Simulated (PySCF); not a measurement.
BO, SMILES O=[B], multiplicity 2. Coordinates come from a PBE-D3(BJ)/def2-TZVPD optimisation.

Method: PBE-D3(BJ)/def2-TZVPD in PySCF.

Harmonic wavenumbers (cm⁻¹): 1853. Rotational constants (GHz): 53.09 (linear); symmetry number 1.

### Question
Work out the zero-point energy and the ideal-gas rigid-rotor harmonic-oscillator thermochemistry at 298.15 K and 1 atm.

### Answer
ZPE = ½ Σ hcν = ½ × 1853 cm⁻¹ = 2.65 kcal/mol. H − E(el) = 4.72 kcal/mol. Entropy in cal/(mol K): translation 35.79, rotation 11.45, vibration 0.00, spin 1.38, total 48.62. G − E(el) = -9.77 kcal/mol. Cp = 6.98 cal/(mol K).
